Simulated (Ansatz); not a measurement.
Two members of one family ((SrTe)n), computed with Ansatz in the gas phase; def2 core potentials for Sr, Te, no spin–orbit coupling. The two geometries come from different levels. Binding counts from free atoms in the multiplicity of their measured ground term, without zero-point energy. The structures are stationary points that may keep the symmetry of their start.

First: Sr4Te4 (singlet, charge 0, r2SCAN-D4/def2-SVP geometry).

Cartesian coordinates in Å:
```
Sr 1.284 0.372 -3.370
Sr 2.532 2.356 1.238
Sr -2.530 -2.357 -1.237
Sr -1.288 -0.370 3.369
Te -3.202 -2.048 1.710
Te 2.976 2.322 -1.767
Te -0.877 -1.737 -3.709
Te 1.104 1.462 3.766
```

```tsv
level	HOMO (eV)	LUMO (eV)	gap (eV)	binding per atom (eV)
PBE-D4/def2-SVP	-4.36	-2.53	1.83	2.55
PBE-D4/def2-TZVP	-4.38	-2.53	1.85	2.52
r2SCAN-D4/def2-TZVP	-4.56	-2.17	2.39	2.65
PBE0-D4/def2-SVP	-5.21	-1.96	3.25	2.55
PBE0-D4/def2-TZVP	-5.23	-1.95	3.28	2.53
```

Second: Sr6Te6 (singlet, charge 0, PBE0-D4/def2-SVP geometry).

| atom | x (Å) | y (Å) | z (Å) |
| --- | --- | --- | --- |
| Sr1 | -1.576 | 3.463 | -3.848 |
| Sr2 | -3.815 | -2.449 | 3.261 |
| Sr3 | 5.384 | -1.062 | 0.640 |
| Sr4 | 1.642 | -3.257 | 4.014 |
| Sr5 | -5.389 | 1.113 | -0.545 |
| Sr6 | 3.740 | 2.191 | -3.547 |
| Te7 | 4.443 | -2.640 | 3.047 |
| Te8 | -5.860 | -1.052 | 1.518 |
| Te9 | -1.319 | -3.550 | 4.569 |
| Te10 | 5.697 | 0.625 | -1.853 |
| Te11 | -4.242 | 3.171 | -2.444 |
| Te12 | 1.294 | 3.449 | -4.813 |

**Question.** Estimate the same table for the second.

**Answer.** 
```csv
level,HOMO (eV),LUMO (eV),gap (eV),binding per atom (eV)
PBE-D4/def2-SVP,-4.40,-2.55,1.85,2.53
PBE-D4/def2-TZVP,-4.42,-2.56,1.87,2.50
r2SCAN-D4/def2-TZVP,-4.60,-2.15,2.46,2.63
PBE0-D4/def2-SVP,-5.26,-1.97,3.29,2.54
PBE0-D4/def2-TZVP,-5.27,-1.96,3.31,2.52
```
